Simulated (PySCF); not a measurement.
Input for PySCF: R-BP86/6-31G* on C2H7Ga (SMILES C[CH2][GaH2]), a point of a torsion scan.

```python
from pyscf import gto, scf, dft, mp
from pyscf.data.elements import chemcore

mol = gto.M(
    atom='''
    C    -0.99413685    0.45687654    0.35165073
    C    -0.39321716   -0.82292133   -0.24583923
    Ga    1.63898365   -0.64634947   -0.19274210
    H    -0.79948688    1.31283399   -0.29735265
    H    -0.54075079    0.66874209    1.32477419
    H    -2.07136846    0.36773921    0.49107727
    H    -0.75059072   -0.97475314   -1.27159631
    H    -0.73416085   -1.69104484    0.33185605
    H     2.68172258   -1.29309046   -1.20204389
    H     2.32292614    0.27845547    0.90081805
    ''',
    basis='6-31g*',
    cart=True,
    charge=0, spin=0, verbose=3, max_memory=1800)
mf = dft.RKS(mol, xc='b88,p86')
mf.conv_tol = 1e-8
mf.max_cycle = 100
mf.kernel()
if not mf.converged:
    mf = mf.newton().run(mf.mo_coeff, mf.mo_occ)
```

### Question
What total energy does the run end on?

### Answer
-2005.2359 hartree.
